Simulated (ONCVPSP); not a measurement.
**Plane-wave convergence, ONCV potential for zirconium (Zr)**

ONCVPSP 4.0.1 input, shortened (lines: element, Z, core and valence counts, functional; n l f; lmax; l rc ep ncon nbas qcut; lloc lpopt rc5 dvloc0; l nproj debl; icmod fcfact rcfact), LDA (Perdew-Zunger), fully relativistic:

```
  Zr 40.00    6    4        3      upf
    1    0    2.00
    2    0    2.00
    2    1    6.00
    3    0    2.00
    3    1    6.00
    3    2   10.00
    4    0    2.00
    4    1    6.00
    4    2    2.00
    5    0    1.00
    3
    0    2.15    0.00    4    8    4.70
    1    1.45    0.00    5    8    5.60
    2    1.45    0.00    3    7    6.20
    3    1.80    0.02    4    7    7.10
    2    5    1.45    0.00
    0    2    3.20
    1    3    0.60
    2    0    2.20
    3    1    1.00
    0    0.00    0.00
```

Open shells are filled in proportion to 2j + 1.

In the p channel the program set the typed energies aside and used -1.421, 0.250, 0.850 Ha (j = l + 1/2; the other j can differ).

For each optimised wave give the share of its norm inside rc, the residual kinetic energy above qcut (Ha) and the cutoffs (Ha) for errors of 10, 1, 0.1 and 0.01 mHa per electron.

```
               wave  norm inside rc  residual KE  10 mHa  1 mHa  0.1 mHa  0.01 mHa
                 4s           0.972      3.4e-05     3.5    5.3      9.6      29.0
                 5s           0.111      9.9e-05     3.1    7.0     11.3      40.9
           4p j=3/2           0.609      8.1e-03    14.5   67.2     87.6      99.4
p projector 2 j=3/2           0.104      3.2e-03     7.4   20.8     67.2     117.9
p projector 3 j=3/2           0.056      2.5e-03     7.1   19.6     48.3     107.1
           4p j=1/2           0.635      8.3e-03    14.4   68.6     88.5     100.0
p projector 2 j=1/2           0.103      3.2e-03     7.5   21.0     65.8     115.6
p projector 3 j=1/2           0.055      2.5e-03     7.3   19.7     47.7     111.3
           4d j=5/2           0.249      1.8e-04    11.4   15.8     20.9      84.7
           4d j=3/2           0.255      1.9e-04    11.6   16.0     21.1      85.3
f projector 1 j=7/2           0.004      1.0e-06     1.8    7.5     15.0      20.6
f projector 1 j=5/2           0.004      1.1e-06     1.8    7.5     15.0      20.6
```

The occupied waves need 69 Ha and 88 Ha for 1 and 0.1 mHa. Rows with under 1 % of the norm inside rc give no meaningful cutoff.
